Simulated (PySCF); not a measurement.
# Electronic structure of Tl (thallium, neutral) at the BLYP level

Configuration: [Xe] 4f14 5d10 6s2 6p1, 2P determinant. Calculation: PySCF 2.14, in def2-TZVPPD with the def2 core potential (60 electrons); a scalar-relativistic core potential.

```json
{
  "Total energy": "-172.4859 hartree",
  "One-electron energy": "-301.3358 hartree",
  "Hartree (Coulomb) energy": "143.7436 hartree",
  "Exchange-correlation energy": "-14.8937 hartree",
  "⟨S²⟩": "0.7507",
  "⟨L²⟩": "2.004",
  "Sum of ⟨r⟩": "30.97 bohr",
  "Sum of ⟨r²⟩": "63.42 bohr²",
  "Traceless quadrupole moment −½Σ⟨3z² − r²⟩ along its main axis": "-6.78 e·bohr²"
}
```

```
shell  electrons  mean orbital energy (hartree)  spread (hartree)  rms radius, mean of both spins (bohr)
 5s α          1                       -4.83628                 0                                  0.941
 5s β          1                       -4.83535                 0                                  0.941
 5p α          3                       -2.84432           0.00930                                   1.08
 5p β          3                       -2.84362           0.01115                                   1.08
 5d α          5                       -0.56696           0.01146                                   1.52
 5d β          5                       -0.56444           0.01497                                   1.52
 6s α          1                       -0.34954                 0                                   2.66
 6s β          1                       -0.33776                 0                                   2.66
 6p α          1                       -0.09255                 0                                   4.16
```

Energies and moments cover only the electrons outside the core potential. Spin-orbit coupling, absent here, splits the open shell strongly.
